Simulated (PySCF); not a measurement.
A PySCF script (with the pyscf-properties extension) for the NMR shieldings of `[SiH3]C[Si@@H](C)CBN`, C3H14BNSi2, on a GFN2-xTB geometry:

```python
import basis_set_exchange as bse
import numpy as np
from pyscf import gto, dft
from pyscf.prop import nmr

atoms = """
C    -1.262482    2.248580   -0.385162
Si   -0.046775    0.869899   -0.881608
C    -0.942917   -0.817889   -0.877280
Si   -1.830689   -1.316996    0.720790
C     1.416112    0.847379    0.338459
B     2.378300   -0.367757    0.062754
N     2.165635   -1.572615    0.709019
H    -0.800402    3.227998   -0.461411
H    -1.607869    2.127613    0.637420
H    -2.136576    2.249059   -1.028388
H     0.421029    1.134376   -2.260802
H    -0.207199   -1.583519   -1.123570
H    -1.673040   -0.828988   -1.686965
H    -2.983771   -0.446325    0.962248
H    -2.305031   -2.703922    0.619545
H    -0.934837   -1.242100    1.883109
H     1.937009    1.800009    0.250500
H     1.004408    0.807433    1.348179
H     3.264933   -0.298188   -0.703856
H     2.717386   -2.400259    0.560953
H     1.417854   -1.716845    1.367418
"""
names = dict.fromkeys(["C", "Si", "B", "N", "H"], "pcSseg-1")
basis = {el: gto.basis.parse(bse.get_basis(n, elements=[el], fmt="nwchem")) for el, n in names.items()}
mol = gto.M(atom=atoms, basis=basis, charge=0, verbose=0)
mf = dft.RKS(mol, xc="PBE0")
mf.grids.level = 2
mf.grids.alignment = dft.numint.BLKSIZE   # the property module wants whole blocks of grid points
mf.conv_tol = 1e-9
mf.kernel()

calc = nmr.RKS(mf)   # GIAO
C = mf.mo_coeff
Co = C[:, mf.mo_occ > 0]
resp = mf.gen_response(singlet=True, hermi=2)
def vind(x):   # induced exchange potential for any number of trial vectors
    d = np.einsum("pi,xij,qj->xpq", C, 2 * x.reshape(-1, C.shape[1], Co.shape[1]), Co, optimize=True)
    return np.einsum("xpq,pi,qj->xij", resp(d - d.transpose(0, 2, 1)), C, Co, optimize=True).ravel()
mo1, _ = nmr.rhf.solve_mo1(calc, with_cphf=vind)
sigma = calc.kernel(mo1)
for i, s in enumerate(sigma):   # ppm
    w = np.linalg.eigvalsh((s + s.T) / 2)
    print("%2d %-2s iso %8.1f  s11 %8.1f  s22 %8.1f  s33 %8.1f" % (i, mol.atom_pure_symbol(i), w.mean(), *w))
```

**Question.** What does it print?

**Answer.** 
```
 0 C  iso    188.3  s11    183.7  s22    187.3  s33    193.9
 1 Si iso    369.8  s11    337.6  s22    378.9  s33    393.0
 2 C  iso    195.7  s11    186.8  s22    197.1  s33    203.1
 3 Si iso    427.3  s11    402.6  s22    407.6  s33    471.8
 4 C  iso    175.7  s11    155.9  s22    179.1  s33    192.2
 5 B  iso     60.2  s11     15.3  s22     44.6  s33    120.5
 6 N  iso    153.4  s11     58.2  s22    193.8  s33    208.3
 7 H  iso     31.5  s11     26.8  s22     28.6  s33     39.2
 8 H  iso     31.6  s11     27.3  s22     30.4  s33     37.1
 9 H  iso     31.6  s11     26.9  s22     28.9  s33     39.0
10 H  iso     27.0  s11     24.3  s22     24.4  s33     32.4
11 H  iso     31.7  s11     27.0  s22     29.2  s33     38.9
12 H  iso     32.0  s11     26.8  s22     28.8  s33     40.2
13 H  iso     27.8  s11     23.8  s22     26.6  s33     32.9
14 H  iso     27.7  s11     24.2  s22     24.9  s33     33.9
15 H  iso     27.8  s11     24.2  s22     27.8  s33     31.6
16 H  iso     31.1  s11     26.8  s22     28.6  s33     37.8
17 H  iso     31.4  s11     29.2  s22     29.4  s33     35.6
18 H  iso     26.7  s11     25.0  s22     26.2  s33     29.0
19 H  iso     27.6  s11     23.0  s22     23.8  s33     35.9
20 H  iso     27.7  s11     22.6  s22     27.7  s33     32.7
```

These numbers come from an equivalent density-fitted implementation of the same equations, which agrees with the script to about 0.01 ppm for H and up to a few tenths of a ppm for heavy atoms, so last digits may differ.

Size and cost of the density-fitted run: 203 basis functions, 81 s wall time on 1 thread of an Arm Neoverse N1, shared host; peak memory 0.93 GiB.
